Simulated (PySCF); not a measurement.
Species: C6H10ClFSi.
Structure used (GFN2-xTB), in Å, numbered top down from 1:
```
atom  x, y, z in Å
C1     2.6703   -0.4135   -0.9188
C2     1.9494    0.4184   -0.1897
Cl3    2.5620    2.0164    0.1439
C4     0.6035    0.2235    0.4010
C5    -0.0728   -1.1046    0.0690
C6    -1.5484   -0.9474    0.4249
F7    -2.2549   -2.0653    0.0183
C8    -2.0910    0.3055   -0.2525
Si9   -0.6625    1.5634   -0.1622
H10    3.6314   -0.1351   -1.3119
H11    2.3258   -1.4078   -1.1362
H12    0.7085    0.3006    1.4891
H13    0.3694   -1.9433    0.6086
H14   -0.0033   -1.3073   -1.0013
H15   -1.6803   -0.8966    1.5131
H16   -3.0189    0.6304    0.2121
H17   -2.3255    0.0563   -1.2876
H18   -0.8480    2.5942    0.8577
H19   -0.3245    2.1213   -1.4698
```

NICS is the negative of the GIAO shielding at a point without a nucleus: at the ring centre (0) and 1 Å above and below it (1); zz is the component along the ring normal. Level: GIAO PBE0/pcSseg-1 (PySCF, non-relativistic, gas phase) on the GFN2-xTB geometry, one conformer.

Ring bond lengths (Å), with Mayer bond orders in brackets: C4–C5 1.527 (1.00), C5–C6 1.526 (1.01), C6–C8 1.524 (1.02), C8–Si9 1.906 (0.90), Si9–C4 1.927 (0.82).

Q: What do the NICS probes read (ppm)?

A: 
| ring | type | NICS(0) | NICS(1), two faces | NICS(1)zz, two faces | rms pucker (Å) | centre to ring atoms, mean (Å) |
| --- | --- | --- | --- | --- | --- | --- |
| C4–C5–C6–C8–Si9 | 5-membered ring with Si; formal bonds all single | -5.7 | -3.1 / -5.0 | 1.9 / -2.0 | 0.20 | 1.40 |

Q: What do they say, and how far can they be read as aromaticity?

A: 
- C4–C5–C6–C8–Si9: mean NICS(1)zz -0.1 ppm, near zero. C4, C5, C6, C8, Si9 have four or more neighbours, and the NICS criterion for π rings isn't applied. The two faces differ by 3.9 ppm, so no symmetry operation interchanges them.

Q: What is the mean of the two in-plane components of NICS at the second NICS(1) probe listed for ring C4–C5–C6–C8–Si9, 1 Å off the ring?

A: The isotropic value is a third of the trace: (3 × -5.0 − (-2.0))/2 = -6.5 ppm.

Q: What are the shieldings of the ring atoms and their hydrogens in the same run (means over atoms taken as equivalent)?

A: 
| atoms | environment | σ isotropic (ppm) |
| --- | --- | --- |
| C4 | sp3 carbon bound to silicon | 149.8 |
| C5 | ring CH2 carbon | 146.7 |
| C6 | sp3 C–F carbon | 89.1 |
| C8 | sp3 carbon bound to silicon | 168.8 |
| Si9 | SiH2 silicon | 377.8 |
| H12 | methine hydrogen | 29.45 |
| H13 | methylene hydrogen | 29.32 |
| H14 | methylene hydrogen | 30.03 |
| H15 | methine hydrogen | 26.65 |
| H16 | methylene hydrogen | 30.20 |
| H17 | methylene hydrogen | 30.45 |
| H18 | Si–H hydrogen | 27.33 |
| H19 | Si–H hydrogen | 27.55 |

Time: 1.7 min wall (with the writing of density and orbital grids); peak memory 1.0 GiB. Hardware: an Arm Neoverse N1 with one thread, on a shared host. This is the whole shielding run at PBE0/pcSseg-1, SCF included.
